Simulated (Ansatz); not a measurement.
One change: `FB(Cl)[SeH]` becomes `CB(Cl)[SeH]`.

Ansatz, PBE0-D4/def2-TZVP geometries, multiplicity 1. Each molecule was computed in one conformer, which needn't be the lowest.

Scalar relativity is left out up to krypton.

```
                                          property  `FB(Cl)[SeH]`
  size of the dipole moment (B3LYP/def2-TZVPP) / D           1.17
size of the dipole moment (ωB97M-V/def2-TZVPP) / D           1.11
    size of the dipole moment (PBE/def2-TZVPP) / D           1.13
               HOMO energy (B3LYP/def2-TZVPP) / eV          -7.60
                 HOMO energy (PBE/def2-TZVPP) / eV          -6.69
           HOMO–LUMO gap (ωB97M-V/def2-TZVPP) / eV          11.27
```

Q: Give the same properties after the change, and the shifts. (Estimate.)

A: Ansatz gave: 
| property | `CB(Cl)[SeH]` | shift |
| --- | --- | --- |
| size of the dipole moment (B3LYP/def2-TZVPP) / D | 1.75 | 0.58 |
| size of the dipole moment (ωB97M-V/def2-TZVPP) / D | 1.78 | 0.67 |
| size of the dipole moment (PBE/def2-TZVPP) / D | 1.70 | 0.57 |
| HOMO energy (B3LYP/def2-TZVPP) / eV | -7.34 | 0.26 |
| HOMO energy (PBE/def2-TZVPP) / eV | -6.47 | 0.22 |
| HOMO–LUMO gap (ωB97M-V/def2-TZVPP) / eV | 10.72 | -0.55 |

With PBE0 the HOMO rises by 0.27 eV and the LUMO falls by 0.20 eV, so the gap narrows by about 0.47 eV. PBE moves the HOMO by 0.22 eV and ωB97M-V by 0.27 eV. The zero-point energy changes by 89.0 kJ/mol with +9 modes. Dipoles are sizes alone; their direction can turn.

B3LYP here is the variant with VWN-RPA as its local correlation; programs differ in this.

Spin–orbit coupling is left out; it splits and shifts lone-pair levels of the heavy atoms by tenths of an eV.
